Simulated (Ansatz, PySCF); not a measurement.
Molecule: germanium monotelluride, GeTe, charge 0, multiplicity 1. SMILES: [Ge]=[Te]
Geometry from a B3LYP-D3(BJ)/def2-TZVP (Ansatz, an electronic-structure program) optimisation:
```
Ge
Te 1 2.3585
```
Charge 0, spin multiplicity 1.

Quantity: vertical ionisation energy (to the doublet state of charge +1; each state is the SCF solution reached for its spin; for the singlet the Hartree-Fock reference is unstable and T1 is 0.030), in eV. Correlated levels leave the core frozen unless marked. UHF or UKS for open shells. No spin-orbit coupling. Frozen are the shells of the preceding noble gas and the d and f shells that filled before the atom's block. Past Kr the def2 sets carry scalar-relativistic core potentials. CBS marks a two-point X^-3 extrapolation of the correlation energy; Hartree-Fock from the larger set.

| level | program | vertical ionisation energy (eV) | minus last row |
|---|---|---|---|
| SVWN5/def2-TZVPD | Ansatz | 9.39 | 0.13 |
| PBE/def2-TZVPD | Ansatz | 9.11 | -0.15 |
| r2SCAN/def2-TZVPD | Ansatz | 9.15 | -0.11 |
| B3LYP/def2-TZVPD | Ansatz | 9.10 | -0.16 |
| PBE0/def2-TZVPD | Ansatz | 9.06 | -0.20 |
| BHLYP/def2-TZVPD | Ansatz | 8.88 | -0.38 |
| CAM-B3LYP/def2-TZVPD | Ansatz | 9.01 | -0.25 |
| wB97M-V/def2-TZVPD | Ansatz | 8.91 | -0.35 |
| wB97X-V/def2-TZVPD | Ansatz | 8.96 | -0.30 |
| CCSD/def2-SVPD | Ansatz | 8.91 | -0.35 |
| CCSD/def2-TZVPPD | Ansatz | 8.95 | -0.31 |
| CCSD/def2-QZVPPD | Ansatz | 9.02 | -0.24 |
| CCSD/CBS(def2-TZVPPD,def2-QZVPPD) | Ansatz | 9.07 | -0.19 |
| CCSD(T)/def2-SVPD | Ansatz | 9.04 | -0.22 |
| CCSD(T)/def2-TZVPPD | Ansatz | 9.11 | -0.15 |
| CCSD(T)/def2-QZVPPD | Ansatz | 9.19 | -0.07 |
| CCSD(T)/CBS(def2-TZVPPD,def2-QZVPPD) | Ansatz | 9.26 | 0.00 |

For comparison, minus the highest occupied orbital energy (PySCF): 7.04 eV at PW6B95/def2-TZVPD, 7.94 eV at M06-2X/def2-TZVPD, 7.56 eV at MN15/def2-TZVPD.
